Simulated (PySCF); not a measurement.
Compound: C4H6FNSi.
Atom-mapped SMILES: `[CH:1]#[C:2]/[C:3]([F:4])=[CH:5]/[SiH2:6][NH2:7]` (hydrogens: H8 on C1; H9 on C5; H10, H11 on Si6; H12, H13 on N7)

Geometry (GFN2-xTB, Å), atoms numbered from 1 in this order:
```
atom  x, y, z in Å
C1     3.718    0.086   -0.231
C2     2.571   -0.162    0.025
C3     1.226   -0.467    0.336
F4     1.084   -1.480    1.232
C5     0.152    0.139   -0.160
Si6   -1.599   -0.361    0.313
N7    -2.581    0.712   -0.611
H8     4.715    0.314   -0.465
H9     0.327    0.931   -0.871
H10   -1.734   -0.277    1.776
H11   -1.925   -1.706   -0.160
H12   -2.381    1.699   -0.598
H13   -3.578    0.571   -0.606
```

Method: TDDFT wB97X-D/def2-SVPD, vertical, gas phase, core orbitals frozen in the response in PySCF.

Ground-to-excited transition dipoles (e·a0, same axes as the geometry; the sign carries no meaning), for the states with f of 0.002 or more among the lowest 8:

```csv
state,E (eV),μx,μy,μz
S1,5.551,1.712,-0.106,0.029
S2,5.651,-0.106,-0.007,-0.077
S4,6.139,0.163,-0.151,0.205
S5,6.670,-0.037,0.033,0.312
S6,7.109,-1.190,0.115,-0.102
S8,7.351,0.158,-0.172,-0.068
```

What oscillator strength does each state have?

f = (2/3) ΔE |μ|² with ΔE in hartree (27.2114 eV).

```json
{"state": "S1", "|μ|² (au)": "2.943", "|μ| (D)": "4.36", "f": "0.400"}
{"state": "S2", "|μ|² (au)": "0.017", "|μ| (D)": "0.33", "f": "0.002"}
{"state": "S4", "|μ|² (au)": "0.091", "|μ| (D)": "0.77", "f": "0.014"}
{"state": "S5", "|μ|² (au)": "0.100", "|μ| (D)": "0.80", "f": "0.016"}
{"state": "S6", "|μ|² (au)": "1.440", "|μ| (D)": "3.05", "f": "0.251"}
{"state": "S8", "|μ|² (au)": "0.059", "|μ| (D)": "0.62", "f": "0.011"}
```

What angle do the transition dipoles of S4 and S8 make?

|cos θ| = |μa·μb| / (|μa| |μb|) = 0.51, so θ ≈ 59° (taken between 0 and 90°, since the signs are arbitrary).

What peak molar absorption coefficient would the strongest computed level give as a lone Gaussian band 0.3 eV wide at half height?

ε(max) = 2.175×10⁸ f / FWHM, with the width in cm⁻¹. S1: 2.175×10⁸ × 0.4002 / 2420 ≈ 36000 L mol⁻¹ cm⁻¹.

One conformer stands for the species.
